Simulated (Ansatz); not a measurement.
A nudged elastic band was laid between two geometries of GaGeH3O2 (7 atoms, charge 0, multiplicity 1).

All numbers below come from RKS CAM-B3LYP-D4/def2-SVP in Ansatz.

```yaml
movable_images: 7
climbing_image: yes
spring: 5.0 eV/Å²
optimiser: quadratic models (default)
start_path: IDPP
force_threshold: 0.05 eV/Å
iteration_limit: 60
end_points: relaxed
```

Initial state:

```xyz
7
Properties=species:S:1:pos:R:3
O -1.343 -0.450 -0.958
Ga -0.344 0.312 0.303
O 0.497 -1.002 1.294
Ge 2.035 -1.086 0.463
H -1.872 0.154 -1.491
H -0.453 1.754 0.849
H 1.540 0.251 -0.506
```

Final state:

```xyz
7
Properties=species:S:1:pos:R:3
O -1.560 0.235 -0.932
Ga 0.143 -0.196 -0.677
O 0.439 -1.178 0.858
Ge 1.051 0.026 1.985
H -2.174 -0.098 -0.268
H 0.955 1.203 0.769
H 1.208 -0.060 -1.781
```

**Question.** What changes between the two ends?

**Answer.** Bonds broken: Ga2–H6, Ge4–H7. Bonds formed: Ge4–H6. The dihedral H5–O1–Ga2–O3 goes from 176 to -2°.

**Question.** Give the energies along the band, and the barrier.

**Answer.** The forces met the threshold. The highest image is number 5 of 0 to 8, 11.7 kcal/mol above the first end and 11.8 kcal/mol above the last; the last end lies 0.1 kcal/mol below the first. Beside the main top the profile has a ripple of under 15 meV (maxima at images 2, 5), which may be a very shallow well or noise. A vibrational analysis at the climbing image gives one clearly imaginary mode, 81i cm⁻¹: a first-order saddle point. The orbitals stay closed-shell, which can raise the energy where a bond breaks towards radicals; this wasn't checked here.

| image | path coordinate (Å) | energy (kcal/mol) | Ga2–H6 (Å) | Ge4–H7 (Å) | Ge4–H6 (Å) | dihedral H5–O1–Ga2–O3 (°) |
| --- | --- | --- | --- | --- | --- | --- |
| 0 | 0.00 | 0.0 | 1.55 | 1.72 | 3.80 | 176 |
| 1 | 0.84 | 1.9 | 1.55 | 1.88 | 3.84 | 91 |
| 2 | 1.69 | 9.4 | 1.56 | 2.90 | 4.20 | 87 |
| 3 | 2.53 | 9.2 | 1.57 | 3.85 | 4.47 | 98 |
| 4 | 3.38 | 9.9 | 1.58 | 4.36 | 4.01 | 95 |
| 5 | 4.22 | 11.7 | 1.60 | 4.17 | 3.12 | 98 |
| 6 | 4.79 | 8.7 | 1.67 | 3.90 | 2.39 | 94 |
| 7 | 5.35 | 1.9 | 1.91 | 3.75 | 1.81 | 51 |
| 8 | 5.92 | -0.1 | 2.17 | 3.77 | 1.70 | -2 |

**Question.** What is the geometry of the highest image?

**Answer.** 
```xyz
7
Properties=species:S:1:pos:R:3:forces:R:3
O -1.624 -0.224 -0.684 0.00 0.00 -0.01
Ga 0.084 0.338 -0.578 0.00 0.00 0.00
O 0.977 -1.182 0.591 0.00 0.00 0.01
Ge 1.591 -0.880 2.078 0.00 0.00 0.00
H -2.225 0.185 -0.055 0.00 0.00 0.00
H 0.344 1.496 0.495 0.00 0.00 0.00
H 0.914 0.198 -1.892 0.00 0.00 0.00
```

The run took 4.1 min on 2 threads of Intel(R) Xeon(R) 6975P-C (Granite Rapids), with other jobs on the host, peak memory 0.34 GiB.
